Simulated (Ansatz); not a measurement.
Calculated with Ansatz (gas phase, PBE0-D4/def2-TZVP geometries, no zero-point term in ΔE). CCSD(T)/CBS adds triple-zeta CCSD(T) − MP2 to the extrapolated MP2 energy (def2 sets, frozen cores). This one scheme is used for every species. Functionals use def2-TZVPP.

Consider the formal exchange of groups at a B–C bond: `BC1=CC1` + `[SiH3][SiH3]` → `B[SiH2][SiH3]` + `C1=CC1`.

**Question.** Is it downhill or uphill in electronic energy at CCSD(T)/CBS, and by how much? (An estimate is asked.)

**Answer.** Computed: Uphill: ΔE = +0.78 eV.

**Question.** What do these levels give: PBE0-D4, BHLYP-D4, ωB97M-V, PBE-QIDH, SCS-MP2/def2-QZVPP, CCSD/CBS(def2)? (An estimate is asked.)

**Answer.** The calculation gave: PBE0-D4 0.78, BHLYP-D4 0.68, ωB97M-V 0.83, PBE-QIDH 0.82, SCS-MP2/def2-QZVPP 0.82, CCSD/CBS(def2) 0.72 eV.

**Question.** What do rigid-rotor, harmonic-oscillator terms from PBE0-D4/def2-TZVP frequencies (298.15 K, 1 bar) make of the CCSD(T)/CBS value? (Estimate.)

**Answer.** Computed: ΔZPE = +0.01 eV, ΔH = +0.81 eV, ΔS = 27 J/(mol·K), ΔG = +0.73 eV.

Largest T1 diagnostic among the species: 0.014.

At CCSD(T), def2-SVP lies −0.04 eV from the extrapolated value and def2-TZVPP +0.01 eV. From r2SCAN to r2SCAN0 (25 % exact exchange), in def2-TZVPP and without D4, ΔE moves by −0.04 eV. Leaving LDA and LC-ωPBE aside and taking each functional with its dispersion term where it has one, the values, not all of them listed here, spread over 0.18 eV, from BHLYP-D4 to r2SCAN-D4. LDA lies +0.16 eV from PBE without D4.
